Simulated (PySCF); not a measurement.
## C₆ coefficients of unlike pairs at PBE0

Calculated with PySCF 2.14 from the dipole response of each species, C₆(A,B) = (3/π) ∫ α_A(iu) α_B(iu) du, in atomic units, from isotropic polarisabilities. For ions this is the dispersion term alone; charge-induced terms of lower order in 1/R come first.

```csv
species,configuration,basis,relativity,α (bohr³),C₆ (like pair)
S²⁺,[Ne] 3s2 3p2 (3P),aug-cc-pV(Q+d)Z (7s6p5d3f2g),none,7.322,26.52
Kr³⁺,[Ar] 3d10 4s2 4p3 (4S),aug-cc-pVTZ-DK (7s6p4d2f),spin-free X2C,5.450,21.00
Si⁺,[Ne] 3s2 3p1 (2P),dyall-acv3z (19s12p6d4f),spin-free X2C,19.02,100.6
Al,[Ne] 3s2 3p1 (2P),dyall-acv3z (19s12p6d4f),spin-free X2C,62.24,552.3
```

(1) Estimate C₆ for Al with Kr³⁺.

No spin-orbit coupling is included.

The other pairs:

```tsv
pair	C₆
Si⁺, Kr³⁺	41.69
Al, Si⁺	225.7
Si⁺, S²⁺	49.70
Al, S²⁺	103.6
Kr³⁺, S²⁺	23.26
```

## Answers

(1) The integral gives 83.67. The combination rule 2 C_A C_B / (C_A α_B/α_A + C_B α_A/α_B) gives 80.49 and the geometric mean 107.7.
